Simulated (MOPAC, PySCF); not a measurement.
CH₃B₃, SMILES `B1B=C1B`, neutral singlet in the gas phase. 

Cartesian coordinates (Å):
```xyz
7

B     -1.2211    -0.1972     0.0353
C      0.0899     0.3275     0.5756
B      1.2261     0.8373     1.1505
B      1.5281     0.1703    -0.1873
H     -2.2330    -0.0572     0.6563
H     -1.2479    -0.7579    -1.0216
H      1.8579    -0.3228    -1.2088
```
Charge 0, spin multiplicity 1.

All levels are single points at this geometry (PBE0-D3(BJ)/def2-TZVP); Pople sets use spherical d functions. Orbital energies aren't observables, and empty levels follow the basis.

PBE0-D3(BJ)/def2-TZVP in PySCF gives gap (eV) = 5.34.

### Question
Estimate the gap (eV) from each of these levels: PBE-D3(BJ)/def2-TZVP in PySCF; ωB97X-D3(BJ)/def2-TZVP in PySCF; B3LYP/3-21G in PySCF; B3LYP/6-311+G** in PySCF; B3LYP/6-31G* in PySCF; M06-2X/6-31G* in PySCF; PBE/6-31G* in PySCF; HF/3-21G in PySCF; HF/STO-3G in PySCF; AM1 in MOPAC; PM3 in MOPAC; PM7 in MOPAC.

### Answer

```
level                            gap (eV)
-------------------------------  --------
PBE-D3(BJ)/def2-TZVP in PySCF        3.24
ωB97X-D3(BJ)/def2-TZVP in PySCF      9.84
B3LYP/3-21G in PySCF                 5.05
B3LYP/6-311+G** in PySCF             4.97
B3LYP/6-31G* in PySCF                5.03
M06-2X/6-31G* in PySCF               7.40
PBE/6-31G* in PySCF                  3.26
HF/3-21G in PySCF                   11.47
HF/STO-3G in PySCF                  13.05
AM1 in MOPAC                         9.42
PM3 in MOPAC                        10.11
PM7 in MOPAC                         7.42
```
